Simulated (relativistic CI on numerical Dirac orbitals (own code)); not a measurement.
**Os5+ (5d3) in a crystal field**

Calculated by Dirac-Coulomb-Breit CI, orbitals from a KLI potential per configuration, model QED (radiative potential, 1s self-energy scaled to tabulated hydrogen-like ionisation energies), valence Slater integrals scaled by 0.7, one configuration in a parametric crystal field (own radial code).

Field parameters in Wybourne normalisation: D4h B²₀ = −7Ds, B⁴₀ = 21(Dq − Dt), B⁴₄ = 21√(5/14) Dq. The field is a parameter set, without covalency.

S is read from ⟨S²⟩ = S(S + 1).

Levels (cm⁻¹, degeneracy): 0 (2), 99 (2), 10469 (2), 12028 (2), 13496 (2), 13553 (2), 14771 (2), 22455 (2), 23879 (2), 25577 (2), 28285 (2), 29240 (2).

Task: Which field gives this pattern?
A. D4h, 10Dq = 30250, Ds = 140, Dt = 340 cm⁻¹
B. D4h, 10Dq = 30250, Ds = -270, Dt = 340 cm⁻¹
C. D4h, 10Dq = 30250, Ds = -1090, Dt = 340 cm⁻¹
D. D4h, 10Dq = 30250, Ds = 1770, Dt = 340 cm⁻¹

Result: B. D4h, 10Dq = 30250, Ds = -270, Dt = 340 cm⁻¹, ground level with S = 1.42.
